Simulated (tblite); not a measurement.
Record of a relaxation.

C₅H₁₃BBrN.
Numbering: `[CH2:1]=[C:2]([CH3:3])[B@H-:4]([Br:5])[NH+:6]([CH3:7])[CH3:8]` (hydrogens: H9, H10 on C1; H11, H12, H13 on C3; H14 on B4; H15 on N6; H16, H17, H18 on C7; H19, H20, H21 on C8)
Bond orders are those of one Lewis drawing.

Computed with GFN2-xTB (tblite), gas phase: L-BFGS steps from a force-field or distance-geometry start until the largest atomic force falls under 0.01 eV/Å. 3 of its 223 geometries are shown.

Step 0: E = -695.2740 eV, largest atomic force 2.553 eV/Å
```
atom  x, y, z in Å  |  force x, y, z in eV/Å
C1      1.509    1.646   -0.019    0.238   1.600   0.065
C2      1.445    0.339    0.004    1.508   0.319   0.165
C3      2.767   -0.385    0.234   -0.997  -0.663  -1.159
B4      0.184   -0.531   -0.157    1.553  -2.020   0.164
Br5    -0.201   -0.961   -2.063    0.139  -0.297  -0.505
N6     -1.069   -0.022    0.532   -1.094  -0.093   1.773
C7     -1.927   -1.202    0.676   -0.674  -0.808  -0.657
C8     -1.835    0.903   -0.258   -2.010   1.032   0.241
H9      0.654    2.298   -0.164    0.166  -0.089  -0.008
H10     2.473    2.145    0.117   -0.457   0.076  -0.081
H11     2.702   -0.818    1.238    0.504   0.000  -0.325
H12     2.775   -1.196   -0.547    0.377   0.476   0.947
H13     3.616    0.278    0.063   -0.114  -0.270   0.363
H14     0.437   -1.592    0.395    0.135   0.156  -0.225
H15    -0.895    0.325    1.511    0.163  -0.135  -1.269
H16    -2.648   -1.120    1.505    0.232  -0.027  -0.427
H17    -1.297   -2.100    0.768   -0.605   0.256   0.359
H18    -2.442   -1.280   -0.316    0.110  -0.473   0.969
H19    -2.922    0.642   -0.075    0.796   0.816  -0.359
H20    -1.611    0.678   -1.309   -0.285   0.729   0.301
H21    -1.723    1.968    0.019    0.315  -0.585  -0.333
```

Step 111: E = -696.3304 eV, largest atomic force 0.077 eV/Å
```
atom  x, y, z in Å  |  force x, y, z in eV/Å
C1      1.382    1.585    0.438    0.002   0.019   0.043
C2      1.487    0.303    0.114   -0.010  -0.041  -0.012
C3      2.854   -0.323    0.037   -0.012   0.019  -0.009
B4      0.275   -0.690   -0.232    0.039   0.000  -0.012
Br5     0.033   -0.864   -2.211   -0.012  -0.056  -0.012
N6     -1.139   -0.097    0.381   -0.021  -0.006  -0.015
C7     -2.036   -1.173    0.808   -0.042  -0.001   0.025
C8     -1.855    0.862   -0.472    0.075   0.013   0.013
H9      0.440    2.110    0.501   -0.001   0.033   0.041
H10     2.247    2.194    0.652    0.016   0.012  -0.006
H11     2.954   -1.100    0.796   -0.027   0.019  -0.018
H12     2.992   -0.797   -0.934    0.018   0.009  -0.006
H13     3.638    0.417    0.186    0.020  -0.014  -0.015
H14     0.416   -1.772    0.239    0.004   0.004   0.022
H15    -0.814    0.406    1.207   -0.017   0.000  -0.013
H16    -2.985   -0.774    1.169   -0.018   0.025  -0.003
H17    -1.572   -1.751    1.605    0.020  -0.015  -0.011
H18    -2.225   -1.837   -0.034   -0.022   0.036  -0.024
H19    -2.589    1.425    0.106   -0.050  -0.032   0.038
H20    -2.361    0.338   -1.279    0.002  -0.072   0.000
H21    -1.149    1.554   -0.921    0.035   0.046  -0.026
```

Step 222: E = -696.4584 eV, largest atomic force 0.009 eV/Å
```
atom  x, y, z in Å  |  force x, y, z in eV/Å
C1      1.508    1.230    1.220   -0.003   0.006   0.001
C2      1.454    0.236    0.340    0.004  -0.006  -0.001
C3      2.492    0.150   -0.742    0.004  -0.007   0.000
B4      0.308   -0.890    0.430   -0.003   0.008   0.003
Br5     0.241   -2.123   -1.133    0.000  -0.003  -0.001
N6     -1.137   -0.096    0.426   -0.002  -0.002  -0.002
C7     -2.283   -0.975    0.667   -0.001  -0.004   0.004
C8     -1.345    0.709   -0.780   -0.003   0.000   0.001
H9      0.803    1.321    2.036    0.000   0.003   0.002
H10     2.274    1.990    1.193   -0.003  -0.003   0.001
H11     3.022   -0.800   -0.668    0.001   0.002  -0.005
H12     2.025    0.180   -1.727   -0.001   0.000   0.003
H13     3.216    0.960   -0.670   -0.005   0.000   0.001
H14     0.335   -1.521    1.440    0.002   0.000  -0.003
H15    -1.039    0.540    1.216    0.001   0.000  -0.002
H16    -3.210   -0.403    0.730    0.004  -0.002   0.000
H17    -2.136   -1.526    1.594   -0.002   0.003  -0.004
H18    -2.361   -1.691   -0.152    0.001   0.002   0.002
H19    -2.267    1.289   -0.708   -0.001   0.000   0.001
H20    -1.407    0.049   -1.645    0.004   0.003   0.001
H21    -0.503    1.386   -0.912    0.003   0.000  -0.002
```

Task: Summarise the path.

Result: The energy falls by 1.1844 eV from step 0 to step 222; nine tenths of that is first reached at step 117. It rises by more than 0.2 meV at step 87. The largest force goes from 2.553 to 0.009 eV/Å. Among the bonds B4–N6 changes most, from 1.518 to 1.648 Å; the atoms move by 1.227 Å rms after alignment.

The cost below is that of the whole relaxation. Time: 7.0 s wall. Hardware: AMD EPYC, one thread, no GPU (shared host).
